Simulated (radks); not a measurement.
Values are calculated unless marked as measured or tabulated.
Problem. The mean radii <r> (bohr) of the occupied orbitals of an atom or ion are listed with their occupations. Level of theory: scalar-relativistic Kohn-Sham, PBE, spin-polarised, spherical densities, point nucleus (a radial shooting solver on a logarithmic mesh with Libxc functionals).

| orbital | occ. | <r> |
|---|---|---|
| 1s | 2 | 0.02507 |
| 2s | 2 | 0.1074 |
| 2p | 6 | 0.09425 |
| 3s | 2 | 0.2852 |
| 3p | 6 | 0.2832 |
| 3d | 10 | 0.2600 |
| 4s | 2 | 0.6541 |
| 4p | 6 | 0.6929 |
| 4d | 10 | 0.7670 |
| 5s | 2 | 1.540 |
| 5p | 6 | 1.756 |

Name the element and its charge. Open shells, if any, are filled with parallel spins first.

Solution. Z = 57, lanthanum, charge +3: La3+ in [Xe]. The 1s radius gives Z: for a bare nucleus <r> = (2 gamma + 1)/(2Z) with gamma = sqrt(1 - (Z/c)^2), 0.02473 bohr for Z = 57, and screening makes it slightly larger (0.02507 here). The occupations add up to 54, and the charge is Z minus that.
